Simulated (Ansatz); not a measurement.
A nudged elastic band was laid between two geometries of CH₆OSiTe (10 atoms, charge 0, multiplicity 1).

Theory: UKS revPBE-D4/def2-SVP (Ansatz).

| Property | Result |
| --- | --- |
| movable images | 5 |
| climbing image | yes |
| spring | 5.0 eV/Å² |
| optimiser | quadratic models (default) |
| start path | through a guess of the saddle point |
| force threshold | 0.03 eV/Å |
| iteration limit | 60 |
| end points | relaxed |

Image 0:

```xyz
10
Properties=species:S:1:pos:R:3
C -1.242 0.510 -1.274
Te -1.724 0.005 0.810
Si 0.663 -0.625 1.232
O 1.649 0.645 0.695
H -1.164 -0.412 -1.878
H -0.289 1.069 -1.265
H -2.058 1.152 -1.652
H 1.070 -1.875 0.486
H 0.789 -0.864 2.712
H 2.389 0.344 0.138
```

Image 6:

```xyz
10
Properties=species:S:1:pos:R:3
C -1.382 0.552 -1.354
Te -1.116 0.605 0.830
Si 0.331 -1.511 0.968
O 2.123 -0.252 1.015
H -0.943 -0.393 -1.727
H -0.878 1.423 -1.811
H -2.465 0.581 -1.575
H 1.615 0.602 1.050
H 0.319 -1.386 2.506
H 2.480 -0.271 0.102
```

**Question.** Which bonds break or form, and what moves?

**Answer.** Bonds broken: Si3–H8. Bonds formed: O4–H8.

**Question.** What energy profile does the band end with?

**Answer.** It converged. The highest image is number 3 of 0 to 6, 2.64 eV above the first end and 1.12 eV above the last; the last end lies 1.53 eV above the first. Neighbouring images differ by up to 2.4 eV, so the band resolves the path poorly. A vibrational analysis at the climbing image gives one clearly imaginary mode, 1280i cm⁻¹: a first-order saddle point. The orbitals stay closed-shell, which can raise the energy where a bond breaks towards radicals; this wasn't checked here.

```json
{"image": "0", "path coordinate (Å)": "0.00", "energy (eV)": "0.00", "Si3–H8 (Å)": "1.51", "O4–H8 (Å)": "2.59"}
{"image": "1", "path coordinate (Å)": "1.02", "energy (eV)": "0.02", "Si3–H8 (Å)": "1.51", "O4–H8 (Å)": "2.62"}
{"image": "2", "path coordinate (Å)": "2.03", "energy (eV)": "0.24", "Si3–H8 (Å)": "1.50", "O4–H8 (Å)": "2.40"}
{"image": "3", "path coordinate (Å)": "3.05", "energy (eV)": "2.64", "Si3–H8 (Å)": "1.64", "O4–H8 (Å)": "1.35"}
{"image": "4", "path coordinate (Å)": "4.56", "energy (eV)": "1.68", "Si3–H8 (Å)": "2.70", "O4–H8 (Å)": "0.98"}
{"image": "5", "path coordinate (Å)": "6.08", "energy (eV)": "1.65", "Si3–H8 (Å)": "2.66", "O4–H8 (Å)": "0.98"}
{"image": "6", "path coordinate (Å)": "7.59", "energy (eV)": "1.53", "Si3–H8 (Å)": "2.47", "O4–H8 (Å)": "0.99"}
```

**Question.** What is the geometry of the highest image?

**Answer.** 
```xyz
10
Properties=species:S:1:pos:R:3:forces:R:3
C -1.567 0.522 -1.340 0.00 0.00 0.00
Te -1.550 0.487 0.858 0.00 0.00 0.00
Si 0.526 -0.897 0.990 0.00 0.00 0.00
O 2.110 0.233 0.635 0.00 0.01 -0.01
H -1.315 -0.489 -1.709 0.00 0.00 0.00
H -0.831 1.265 -1.694 0.00 0.00 0.00
H -2.588 0.804 -1.658 0.00 0.00 0.00
H 1.882 -0.972 0.073 0.00 0.00 0.00
H 0.644 -1.113 2.495 0.00 0.00 0.00
H 2.772 0.109 1.352 0.00 -0.01 0.00
```

Time of the run: 6.3 min on 2 threads of Arm Neoverse V1, on a shared host, peak memory 0.19 GiB.
